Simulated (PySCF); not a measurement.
LiAs: frontier orbitals

UHF at R = 2.420 Å; basis Li def2-SVPD, As def2-SVPD; no relativity; PySCF 2.14. State: ³Σ⁻ (triplet), unpaired electrons π ↑↑. Only the outer orbitals are listed, counted within each symmetry.

```json
{"spin": "α", "orbital": "8σ", "occ.": "1", "ε (eV)": "-19.41", "on Li (%)": "1", "main shells (%)": "98 As s"}
{"spin": "α", "orbital": "4π", "occ.": "1", "ε (eV)": "-8.07", "on Li (%)": "4", "main shells (%)": "96 As p"}
{"spin": "α", "orbital": "4π", "occ.": "1", "ε (eV)": "-8.07", "on Li (%)": "4", "main shells (%)": "96 As p"}
{"spin": "α", "orbital": "9σ", "occ.": "1", "ε (eV)": "-7.47", "on Li (%)": "16", "main shells (%)": "82 As p, 11 Li s"}
{"spin": "α", "orbital": "10σ", "occ.": "0", "ε (eV)": "-0.24", "on Li (%)": "95", "main shells (%)": "57 Li s, 38 Li p"}
{"spin": "α", "orbital": "5π", "occ.": "0", "ε (eV)": "1.31", "on Li (%)": "98", "main shells (%)": "98 Li p"}
{"spin": "α", "orbital": "5π", "occ.": "0", "ε (eV)": "1.31", "on Li (%)": "98", "main shells (%)": "98 Li p"}
{"spin": "β", "orbital": "8σ", "occ.": "1", "ε (eV)": "-14.96", "on Li (%)": "2", "main shells (%)": "97 As s"}
{"spin": "β", "orbital": "9σ", "occ.": "1", "ε (eV)": "-6.46", "on Li (%)": "23", "main shells (%)": "75 As p, 18 Li s"}
{"spin": "β", "orbital": "10σ", "occ.": "0", "ε (eV)": "-0.21", "on Li (%)": "93", "main shells (%)": "51 Li s, 42 Li p"}
{"spin": "β", "orbital": "4π", "occ.": "0", "ε (eV)": "0.77", "on Li (%)": "91", "main shells (%)": "91 Li p, 9 As p"}
{"spin": "β", "orbital": "4π", "occ.": "0", "ε (eV)": "0.77", "on Li (%)": "91", "main shells (%)": "91 Li p, 9 As p"}
```

Which are the highest filled and the lowest empty level, where do they sit, and how wide is the gap?

Highest filled β 9σ at -6.46 eV (in %: 75 As p, 18 Li s); lowest empty α 10σ at -0.24 eV (in %: 57 Li s, 38 Li p); the gap at UHF is 6.22 eV.

```
bond order (Mayer)                               : 0.81
⟨S²⟩                                             : 2.014
charge on Li (Mulliken, basis-dependent)         : 0.50
charge on Li (Löwdin, basis-dependent)           : 0.31
dipole moment (positive dipole means Li(−)As(+)) : -7.24 D
polarisability along the bond                    : 75.2 bohr³
polarisability across the bond                   : 50.2 bohr³
```

Spin–orbit coupling is left out. The state is the lowest determinant that a PBE0 search found; another state may lie lower at other levels.
